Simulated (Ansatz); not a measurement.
Consider the ligand exchange at a B–O bond: `COB(O)O` + `O[SiH3]` → `COB(O)O[SiH3]` + H₂O.

Isolated molecules relaxed with PBE0-D4/def2-TZVP in Ansatz; ΔE leaves out vibrations. CBS: MP2 limit from def2 TZ/QZ plus the TZ coupled-cluster correction, frozen cores. This one scheme is used for every species. DFT in def2-TZVPP. Each species was taken in one conformer, which may not be the lowest.

`COB(O)O`:

Z-matrix (Å, degrees):
```
C
O 1 1.413
H 1 1.090 2 107.6
H 1 1.093 2 111.2 3 119.5
H 1 1.093 2 111.2 3 -119.5
B 2 1.361 1 120.2 3 -180.0
O 6 1.366 2 120.6 1 0.0
O 6 1.368 2 119.6 1 -180.0
H 7 0.959 6 111.8 2 180.0
H 8 0.960 6 111.8 2 0.0
```

`O[SiH3]`:

```xyz
6

O     1.264   -0.187    0.099
Si   -0.368   -0.094   -0.111
H     1.696    0.529    0.566
H    -1.088   -0.045    1.191
H    -0.752   -1.317   -0.852
H    -0.753    1.114   -0.892
```

`COB(O)O[SiH3]`:

```xyz
13

C    -1.237    0.406    1.644
O    -0.219    0.171    0.704
B    -0.501   -0.154   -0.598
O    -1.761   -0.284   -1.104
O     0.545   -0.360   -1.441
Si    2.167   -0.282   -1.165
H    -0.768    0.633    2.601
H    -1.861    1.261    1.358
H    -1.875   -0.475    1.778
H    -2.461   -0.125   -0.469
H     2.563    1.081   -0.727
H     2.832   -0.603   -2.450
H     2.576   -1.269   -0.133
```

H₂O:

Z-matrix (Å, degrees):
```
O
H 1 0.960
H 1 0.960 2 105.1
```

| level | ΔE (kJ/mol) |
| --- | --- |
| B2PLYP | 11.9 |
| HF/CBS(def2) | 11.6 |

What does CCSD(T)/CBS give? (An estimate is asked.)

Ansatz gave: +5.1 kJ/mol. The listed levels differ from it by 6.8, 6.5 kJ/mol.

Largest T1 diagnostic among the species: 0.012.

The D4 term adds −6.8 kJ/mol with B3LYP and −4.0 kJ/mol with PBE0; it sums over pairs of atoms, weighted by their polarisabilities, and B3LYP, whose exchange is more repulsive, gets the larger term. In def2-TZVPP, CCSD(T) changes the Hartree–Fock value by −5.6 kJ/mol (the triples alone add −1.0 kJ/mol) and MP2 by −4.9 kJ/mol.

B3LYP here is the variant with VWN-RPA as its local correlation; programs differ in this.
